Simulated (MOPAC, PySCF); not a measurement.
H3InS3, SMILES `[SH][In]([SH])[SH]`, neutral singlet in the gas phase. 

Z-matrix (Å, degrees):
```
In
S 1 2.3715
H 2 1.3405 1 93.86
S 1 2.3743 2 118.32 3 179.56
H 4 1.3401 1 94.18 2 179.84
S 1 2.3777 2 119.37 3 -0.46
H 6 1.3400 1 94.49 2 179.43
```
Charge 0, multiplicity 1.

All levels are single points at this geometry (CAM-B3LYP-D3(BJ)/def2-TZVP); Pople sets use spherical d functions. Orbital energies aren't observables, and empty levels follow the basis.

```tsv
level	HOMO (eV)	LUMO (eV)	gap (eV)	dipole (D)	vertical IE, Delta-SCF (eV)
CAM-B3LYP-D3(BJ)/def2-TZVP in PySCF	-8.91	-0.79	8.12	1.44	9.71
TPSSh-D3(BJ)/def2-TZVP in PySCF	-6.97	-2.11	4.86	1.40	9.17
B3LYP/6-31G* (LANL2DZ on In) in PySCF	-7.35	-1.88	5.48	1.82	9.37
B3LYP/LANL2DZ in PySCF	-7.51	-2.16	5.35	2.27	–
PBE/6-31G* (LANL2DZ on In) in PySCF	-6.42	-2.51	3.90	1.85	–
AM1 in MOPAC	-9.55	-2.16	7.40	2.13	–
```
